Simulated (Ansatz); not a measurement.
Compare A (`BCC(N)F`) with its isomer B (`CBNCF`).

Program: Ansatz. Geometries: PBE0-D4/def2-TZVP. ΔE: electronic, gas phase. CCSD(T)/CBS is the MP2 limit (def2-TZVPP, def2-QZVPP) plus CCSD(T) − MP2 in def2-TZVPP, frozen cores. DFT in def2-TZVPP. B3LYP here is the variant with VWN-RPA as its local correlation; programs differ in this. Each species was taken in one conformer, which may not be the lowest.

(1) Which isomer does CCSD(T)/CBS put lower? Give the gap. (An estimate is asked.)

(2) Give E(B) − E(A) in kJ/mol with HF/def2-TZVPP, r2SCAN-D4, CCSD/def2-TZVPP, PBE0-D4, B3LYP, ωB97M-V, B2PLYP. (Estimate.)

Largest T1 diagnostic: 0.012.

Results:

(1) The calculation gave: B, by 163.9 kJ/mol.

(2) Computed: HF/def2-TZVPP -161.0, r2SCAN-D4 -167.0, CCSD/def2-TZVPP -164.5, PBE0-D4 -167.3, B3LYP -171.3, ωB97M-V -163.9, B2PLYP -169.5. None reverses the order clearly.

In def2-TZVPP, CCSD(T) changes the Hartree–Fock value by −4.3 kJ/mol (the triples alone add −0.8 kJ/mol) and MP2 by −6.3 kJ/mol.
